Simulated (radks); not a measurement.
Values are calculated unless marked as measured or tabulated.
Charge is removed step by step from the 4d5/2 level of Cs+, starting from [Kr] 4d(3/2: 4, 5/2: 6) 5s2 5p6. Level of theory: Dirac Kohn-Sham, PBE, spin-unpolarised, spherical densities, finite nucleus; Fermi nuclear charge, rms radius 4.8041 fm (a radial shooting solver on a logarithmic mesh with Libxc functionals).

removed (e)  E - E(0) (eV)  eigenvalue (eV)  E minus straight line (eV)
0                    0.000          -78.469                       0.000
0.25                20.193          -83.094                      -1.778
0.5                 41.555          -87.820                      -2.386
0.75                64.111          -92.641                      -1.802
1                   87.883          -97.553                       0.000

Removing the whole electron costs 87.883 eV by Delta-SCF, against 78.469 eV from minus the eigenvalue at the starting occupation. Slater's transition state (half an electron removed) gives 87.820 eV. Integrating minus the eigenvalue over the occupation (Janak's theorem) gives 87.883 eV. The mean slope of the eigenvalue, de/dn, is 19.1 eV per electron.
